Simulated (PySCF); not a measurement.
Rows and methods have been separated. Pair them.

C₄H₆F₂O.
Atom-mapped SMILES: `[CH3:1][O:2]/[C:3](=[CH:4]\[F:5])[CH2:6][F:7]` (hydrogens: H8, H9, H10 on C1; H11 on C4; H12, H13 on C6)

Cartesian coordinates in Å at the PBE0-D3(BJ)/def2-SVP level; atoms count from 1:
```xyz
13
C4H6F2O angstrom
C      1.8509   -0.6352    0.2766
O      0.6860   -0.6058   -0.5168
C     -0.3778    0.1104   -0.1122
C     -0.5324    0.8966    0.9594
F      0.4160    1.1240    1.8799
C     -1.5019   -0.0739   -1.0909
F     -2.6135    0.6341   -0.7359
H      2.5552   -1.3028   -0.2360
H      2.3004    0.3651    0.3727
H      1.6425   -1.0284    1.2838
H     -1.4722    1.4145    1.1464
H     -1.1636    0.2491   -2.0915
H     -1.7532   -1.1477   -1.1516
```

The closed-shell ground state was solved 5 times with PySCF (density fitting, gas phase), always in the pcSseg-1 basis (149 functions), with these functionals: B97-2, CAM-B3LYP, LC-wPBE, OPBE and mPW1PW91.

```csv
row,total energy (Eh),HOMO (eV),LUMO (eV),dipole (D)
P,-430.6340,-5.18,0.07,1.60
Q,-430.7437,-6.60,0.89,1.70
R,-430.6996,-7.91,2.05,1.70
S,-430.5997,-9.21,3.23,1.68
T,-430.7063,-6.31,0.85,1.69
```

Task: Which functional belongs to which row?

Result: P = OPBE, Q = mPW1PW91, R = CAM-B3LYP, S = LC-wPBE, T = B97-2. By rising HOMO–LUMO gap: OPBE (GGA) 5.25 eV; B97-2 (global hybrid, 21 % exact exchange) 7.16 eV; mPW1PW91 (global hybrid, 25 % exact exchange) 7.49 eV; CAM-B3LYP (range-separated hybrid) 9.96 eV; LC-wPBE (range-separated hybrid) 12.44 eV. Total energies of different functionals aren't bounds to one another; each is stationary for its own functional.

One conformer stands for the species.
